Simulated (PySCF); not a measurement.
ZnBr2, SMILES [Br][Zn][Br]. Atoms are numbered in the order given.

```xyz
3

Zn     0.0000     0.0000     0.0000
Br     0.0000     0.0000     2.2428
Br     0.0000     0.0000    -2.2428
```

Coordinates come from a B3LYP-D3(BJ)/def2-SVP optimisation. The isomer is the one that the SMILES or the coordinates give; other isomers of the formula were not compared.

All values below come from B3LYP-D3(BJ)/def2-SVP (PySCF 2.14.0).

Frequencies are harmonic and unscaled.

Modes within 1.5 cm⁻¹ of each other (mostly degenerate sets) share a row, with their intensities summed.

Computed normal modes with their intensities:
| mode | ν (cm⁻¹) | IR (km/mol) | Raman (Å⁴/amu) | depolarisation | moving atoms (share of kinetic energy) |
|---|---|---|---|---|---|
| 1–2 | 75 | 15.9 | 0.0 | – | Zn 71 %, Br 29 % |
| 3 | 213 | 0.0 | 10.1 | 0.27 | Br 100 % |
| 4 | 392 | 56.9 | 0.0 | – | Zn 71 %, Br 29 % |
